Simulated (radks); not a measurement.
Question: The mean radii <r> (bohr) of the occupied orbitals of an atom or ion are listed with their occupations. Method: scalar-relativistic Kohn-Sham, r2SCAN, spin-polarised, spherical densities, finite nucleus; meta-GGA in the generalised Kohn-Sham scheme; Fermi nuclear charge, rms radius of each element as measured or else 0.836 A^(1/3) + 0.57 fm; computed with a radial shooting solver on a logarithmic mesh with Libxc functionals.

| orbital | occ. | <r> |
|---|---|---|
| 1s up | 1 | 0.03517 |
| 1s down | 1 | 0.03517 |
| 2s up | 1 | 0.1535 |
| 2s down | 1 | 0.1535 |
| 2p up | 3 | 0.1339 |
| 2p down | 3 | 0.1339 |
| 3s up | 1 | 0.4261 |
| 3s down | 1 | 0.4261 |
| 3p up | 3 | 0.4274 |
| 3p down | 3 | 0.4273 |
| 3d up | 5 | 0.4104 |
| 3d down | 5 | 0.4097 |
| 4s up | 1 | 1.006 |
| 4s down | 1 | 1.005 |
| 4p up | 2 | 1.063 |

Name the element and its charge. Open shells, if any, are filled with parallel spins first.

Answer: Z = 42, molybdenum, charge +10: Mo10+ in [Ar] 3d10 4s2 4p2. The 1s radius gives Z: for a bare nucleus <r> = (2 gamma + 1)/(2Z) with gamma = sqrt(1 - (Z/c)^2), 0.03457 bohr for Z = 42, and screening makes it slightly larger (0.03517 here). The occupations add up to 32, and the charge is Z minus that.
